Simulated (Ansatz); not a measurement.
`C[CH2][GeH2][CH3]` + CH₃OH → `C[O][GeH2][CH3]` + `CC` at 400 K and 1 bar (ligand exchange at a Ge–C bond).

Isolated molecules relaxed with PBE0-D4/def2-TZVP in Ansatz; ΔE leaves out vibrations. CCSD(T)/CBS adds triple-zeta CCSD(T) − MP2 to the extrapolated MP2 energy (def2 sets, frozen cores). This one scheme is used for every species. For Ge outer-core shells are correlated without core-valence functions, which leaves a few kJ/mol of doubt a bond. Scalar relativity is left out up to krypton. One conformer a species, not always the lowest.

```
            species  CCSD(T)/CBS energy (Eh)  H − E (kJ/mol)  S (J/(mol·K))
`C[CH2][GeH2][CH3]`              -2196.29761           343.5          388.9
              CH₃OH               -115.61712           151.2          252.6
  `C[O][GeH2][CH3]`              -2232.21365           280.4          384.8
               `CC`                -79.71954           213.5          244.3
```

H − E and S are ideal-gas, rigid-rotor, harmonic terms from PBE0-D4/def2-TZVP, for one conformer and one mirror image of each species. 1 Eh = 2625.50 kJ/mol, R = 8.31446 J/(mol·K).

**Question.** By hand: ΔE, ΔH, ΔS and ΔG.

**Answer.** ΔE = (-2232.21365) + (-79.71954) − (-2196.29761) − (-115.61712) = -0.01846 Eh = -48.5 kJ/mol. Δ(H − E) = 280.4 + 213.5 − 343.5 − 151.2 = -0.8, so ΔH = -49.3 kJ/mol. ΔS = 384.8 + 244.3 − 388.9 − 252.6 = -12.4 J/(mol·K). ΔG = -49.3 − 400 × (-12.4)/1000 = -44.3 kJ/mol.

**Question.** By hand: the equilibrium constant, and the temperature at which ΔG would vanish if ΔH and ΔS stayed fixed.

**Answer.** log₁₀ K = −ΔG/(RT ln 10) = 5.8. ΔG = 0 at ΔH/ΔS = 3976 K, far beyond where these terms or the molecules hold.

The number of gas molecules stays the same, so ΔS is small and ΔH decides. A doubt of 5 kJ/mol in ΔE shifts log₁₀ K by 0.7 here. Other conformers and mirror images would add mixing entropy, several J/(mol·K) or more a flexible species. These are equilibria of isolated gas molecules and say nothing of rates. Largest T1 diagnostic: 0.011 (customary marks: 0.02 for closed shells, 0.045 for open ones).
